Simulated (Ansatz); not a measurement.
n-GeGeSiSiH10 (Si2Ge2H10). Total charge 0; singlet. Geometry PBE-D4/def2-SVP.

| atom | x (Å) | y (Å) | z (Å) |
| --- | --- | --- | --- |
| Ge1 | -1.342 | 1.742 | 1.016 |
| Ge2 | 0.396 | 1.454 | -0.672 |
| Si3 | 0.441 | -0.833 | -1.386 |
| Si4 | 0.730 | -2.220 | 0.491 |
| H5 | -0.985 | 0.921 | 2.284 |
| H6 | -1.493 | 3.234 | 1.417 |
| H7 | -2.703 | 1.234 | 0.471 |
| H8 | 0.131 | 2.406 | -1.872 |
| H9 | 1.773 | 1.835 | -0.059 |
| H10 | -0.871 | -1.158 | -2.057 |
| H11 | 1.550 | -1.064 | -2.381 |
| H12 | -0.430 | -2.035 | 1.433 |
| H13 | 0.809 | -3.673 | 0.101 |
| H14 | 1.995 | -1.843 | 1.215 |

LC-ωPBE has ω = 0.4 bohr⁻¹. B3LYP takes the VWN-RPA correlation. Another isomer (singlet) lies 0.11 eV lower at PBE0-D4/def2-TZVP; other spin states weren't run for this one.

Problem. Estimate the orbital energies around the gap (eV) in Ansatz with r2SCAN-D4/def2-TZVP, B3LYP-D4/def2-TZVP, PBE0-D4/def2-SVP, PBE0-D4/def2-TZVP, LC-ωPBE/def2-TZVP.

Solution. 
```tsv
orbital	r2SCAN-D4/def2-TZVP	B3LYP-D4/def2-TZVP	PBE0-D4/def2-SVP	PBE0-D4/def2-TZVP	LC-ωPBE/def2-TZVP
HOMO−13	-30.30	-32.78	-33.51	-33.41	-35.25
HOMO−12	-15.26	-16.21	-16.58	-16.56	-20.31
HOMO−11	-14.32	-15.26	-15.62	-15.60	-19.21
HOMO−10	-13.37	-14.28	-14.59	-14.59	-18.04
HOMO−9	-12.30	-13.19	-13.48	-13.48	-16.78
HOMO−8	-9.39	-10.13	-10.38	-10.37	-13.30
HOMO−7	-9.25	-9.98	-10.22	-10.21	-13.11
HOMO−6	-8.95	-9.69	-9.91	-9.91	-12.76
HOMO−5	-8.74	-9.46	-9.67	-9.67	-12.49
HOMO−4	-8.62	-9.38	-9.56	-9.57	-12.37
HOMO−3	-8.45	-9.17	-9.36	-9.37	-12.12
HOMO−2	-7.95	-8.63	-8.83	-8.83	-11.48
HOMO−1	-7.36	-7.98	-8.20	-8.17	-10.71
HOMO	-7.03	-7.57	-7.82	-7.78	-10.23
LUMO	-0.90	-0.51	-0.13	-0.32	1.77
LUMO+1	-0.81	-0.42	-0.05	-0.23	1.85
LUMO+2	-0.45	-0.10	0.37	0.09	2.17
LUMO+3	-0.20	0.05	0.57	0.26	2.37
LUMO+4	-0.13	0.20	0.68	0.39	2.52
LUMO+5	0.15	0.37	1.02	0.60	2.69
```
